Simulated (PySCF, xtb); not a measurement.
Si(F)(Me)(OH)(NH2) (CH₆FNOSi), SMILES C[Si](N)(O)F. Other conformers were not sampled.

Harmonic wavenumbers (cm⁻¹) from GFN2-xTB in xtb 6.7.1 at its own minimum, in rising order: 77, 120, 172, 194, 202, 244, 275, 288, 411, 680, 761, 793, 810, 823, 842, 940, 982, 1389, 1485, 1489, 1503, 3041, 3057, 3062, 3501, 3545, 3677.

**Question.** What does PySCF 2.14.0 with PBE-D3(BJ)/def2-SVP give at its own minimum? (The exact figures need the calculation; the answer reports its results.)

**Answer.** 127, 175, 190, 221, 256, 283, 326, 332, 364, 651, 711, 748, 773, 816, 846, 909, 957, 1229, 1381, 1382, 1483, 2982, 3076, 3090, 3513, 3614, 3775. Paired by order, the mean absolute difference is 48 cm⁻¹ and the zero-point energies are 49.1 and 48.9 kcal/mol.
